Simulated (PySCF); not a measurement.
B3H6SN3

The system: B3H6SN3, a molecule; neutral, singlet. The structure, one conformer, was relaxed in the gas phase by PBE0-D3(BJ)/def2-SVP. No frequency run checks that it is a minimum.

SMILES: SB1NBNBN1

Coordinates in Å:
```
N1      0.147    0.987   -0.683
B2      0.656   -0.123   -1.422
N3      0.551   -1.415   -0.832
B4     -0.036   -1.624    0.452
N5     -0.529   -0.482    1.149
B6     -0.452    0.839    0.606
S7     -1.118    2.234    1.590
H8      0.222    1.906   -1.099
H9      1.158    0.036   -2.511
H10     0.906   -2.214   -1.340
H11    -0.115   -2.729    0.936
H12    -0.948   -0.621    2.059
H13    -0.842    3.213    0.705
```

Shieldings: GIAO PBE0/pcSseg-1. Shifts are against computed references at the same level: H TMS (σ 31.27 ppm). Core levels by delta-SCF with SCAN, pcX-2 on the ionised atom and pcseg-1 elsewhere, spin-free X2C (2p3/2 is the spin-free 2p value less a third of a first-order spin-orbit splitting); from the vacuum level, for chosen atoms.

(1) Give the NMR and core-level values of the distinct atoms.

(2) By CAM-B3LYP/def2-SVPD (TDDFT singlets, Tamm-Dancoff triplets, ionisation by delta-SCF), where does absorption start, and what does vertical ionisation take?

Results:

(1) 
```csv
atoms,bonded to,σ (ppm),δ (ppm),core level (eV)
N1,2 B + 1 H,126.2,-,1s 404.81
B2,2 N + 1 H,73.3,-,1s 195.87
N3,2 B + 1 H,123.9,-,-
B4,2 N + 1 H,73.3,-,-
N5,2 B + 1 H,128.1,-,1s 404.74
B6,2 N + 1 S,69.4,-,1s 196.45
S7,1 B + 1 H,646.7,-,2p3/2 169.22
H8,1 N,26.41,4.86,-
H9,1 B,26.63,4.64,-
H10,1 N,25.83,5.44,-
H11,1 B,26.61,4.66,-
H12,1 N,26.08,5.19,-
H13,1 S,30.09,1.18,-
```

Values are those of this one static structure; atoms that internal rotation interchanges would show their mean in an NMR spectrum.

The core-hole states of B2, B6 are spin-contaminated (⟨S²⟩ 0.81, 0.80 against 0.75 for a pure doublet), so those values and differences from them are less sure.

(2) The lowest singlet lies at 5.88 eV (f 0.010), the strongest of the first 6 at 6.90 eV (f 0.348), the lowest triplet at 5.51 eV; vertical ionisation takes 9.39 eV.
